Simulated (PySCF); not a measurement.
SMILES Cl[SiH](Cl)C[Si](Cl)(Cl)Cl (CH3Cl5Si2), PBE0/def2-SVP optimised geometry.

```
11

Si     0.80     0.32     0.00
Cl     2.86     0.32     0.00
Cl     0.13    -0.59    -1.72
C      0.21    -0.66     1.48
Si    -1.42    -0.18     2.20
Cl    -2.02    -1.52     3.63
Cl    -1.27     1.68     3.07
Cl    -2.86    -0.09     0.74
H      0.34     1.73     0.00
H      0.18    -1.73     1.20
H      0.96    -0.56     2.29
```

Density from PBE0/def2-TZVP run with PySCF at that geometry.

Minimum of the electron density along straight lines between bonded atoms, close to the bond critical point (lines longer than 1.1 times the sum of covalent radii, or with two minima, are not listed):

```json
[
 {"bond": "Si1–Cl2", "length / Å": "2.062", "ρ at the minimum / e bohr⁻³": "0.099", "∇²ρ there / e bohr⁻⁵": "0.22", "position (fraction from the first atom)": "0.36"},
 {"bond": "Si1–Cl3", "length / Å": "2.057", "ρ at the minimum / e bohr⁻³": "0.100", "∇²ρ there / e bohr⁻⁵": "0.22", "position (fraction from the first atom)": "0.36"},
 {"bond": "Si1–C4", "length / Å": "1.874", "ρ at the minimum / e bohr⁻³": "0.122", "∇²ρ there / e bohr⁻⁵": "0.17", "position (fraction from the first atom)": "0.39"},
 {"bond": "C4–Si5", "length / Å": "1.853", "ρ at the minimum / e bohr⁻³": "0.128", "∇²ρ there / e bohr⁻⁵": "0.18", "position (fraction from the first atom)": "0.61"},
 {"bond": "Si5–Cl6", "length / Å": "2.050", "ρ at the minimum / e bohr⁻³": "0.103", "∇²ρ there / e bohr⁻⁵": "0.22", "position (fraction from the first atom)": "0.36"},
 {"bond": "Si5–Cl7", "length / Å": "2.052", "ρ at the minimum / e bohr⁻³": "0.102", "∇²ρ there / e bohr⁻⁵": "0.22", "position (fraction from the first atom)": "0.36"},
 {"bond": "Si5–Cl8", "length / Å": "2.050", "ρ at the minimum / e bohr⁻³": "0.102", "∇²ρ there / e bohr⁻⁵": "0.22", "position (fraction from the first atom)": "0.36"},
 {"bond": "Si1–H9", "length / Å": "1.481", "ρ at the minimum / e bohr⁻³": "0.128", "∇²ρ there / e bohr⁻⁵": "0.12", "position (fraction from the first atom)": "0.49"},
 {"bond": "C4–H10", "length / Å": "1.103", "ρ at the minimum / e bohr⁻³": "0.263", "∇²ρ there / e bohr⁻⁵": "-0.85", "position (fraction from the first atom)": "0.65"},
 {"bond": "C4–H11", "length / Å": "1.104", "ρ at the minimum / e bohr⁻³": "0.263", "∇²ρ there / e bohr⁻⁵": "-0.84", "position (fraction from the first atom)": "0.65"}
]
```
